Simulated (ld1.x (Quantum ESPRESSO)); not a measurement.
Cl (Z = 17): one change to a PAW potential, before and after

Cl (Z = 17), PAW, made with ld1.x (Quantum ESPRESSO) 7.5 (PW91, scalar-relativistic). Core [He], reference 2s2 2p6 3s2 3p4 (charge +1). Waves: 2s (bound): rcut 0.65, rcutus 0.70 bohr; 3s (bound): rcut 0.65, rcutus 0.70 bohr; 2p (bound): rcut 0.60, rcutus 0.70 bohr; 3p (bound): rcut 0.60, rcutus 0.70 bohr. Local part: all-electron potential smoothed inside 0.60 bohr (lloc = -1). Core correction: Bessel-smoothed model core inside 0.70 bohr. Augmentation charge: BESSEL, radius 0.55 bohr.

Change: waves 2p (bound): rcut 0.50, rcutus 0.52 bohr; 3p (bound): rcut 0.50, rcutus 0.52 bohr.

Cutoffs: the cutoffs (Ry, on a coarse ladder) from which the occupation-weighted sum of valence levels, in a spherical-Bessel basis at the reference potential, stays within 10 and 1 mRy of its value at 400 Ry; they do not see the model core or the augmentation charge, which bear on the density cutoff. Errors are all-electron minus pseudo energies relative to the spin-unpolarised reference configuration.

What does the change do?

Of the 7 tests that both files solve, the error grows in 7 and shrinks in 0 by more than 15 % and 0.3 meV (median size 0.2 → 1.0 meV); neither file shows a bound ghost. That the errors move this way runs against the usual rule that smaller radii transfer better.

```csv
quantity,base,changed
"cutoff, loose",300 Ry,over 300 Ry
"cutoff, tight",over 300 Ry,over 300 Ry
loose cutoff by channel (10 mRy a level),"s 160 Ry, p 260 Ry","s 160 Ry, p 300 Ry"
bound ghosts,none,none
"error for 2s2 2p6 3s2 3p5, meV [ΔE -13.93 eV]",-0.1,-0.4
"error for 2s2 2p6 3s2 3p3, meV [ΔE 25.51 eV]",0.0,+0.5
"error for 2s2 2p6 3s2 3p2, meV [ΔE 63.90 eV]",-0.3,+1.0
"error for 2s2 2p6 3s1 3p6, meV [ΔE -1.78 eV]",-0.4,-1.4
"error for 2s2 2p6 3s2 3p5.3, meV [ΔE -16.08 eV]",-0.1,-0.5
"error for 2s2 2p6 3s1 3p5, meV [ΔE 12.70 eV]",-0.2,-1.1
"error for 2s1 2p6 3s2 3p5, meV [ΔE 255.53 eV]",-14,-21
s: phases at 0.80 bohr within 0.05 rad from the reference energy up to (Ry; the scan ends near 5),to the end of the scan,to the end of the scan
p: phases at 0.80 bohr within 0.05 rad from the reference energy up to (Ry; the scan ends near 5),to the end of the scan,to the end of the scan
lowest overlap eigenvalue by channel,"s 0.06, p 0.20","s 0.06, p 1.00"
```
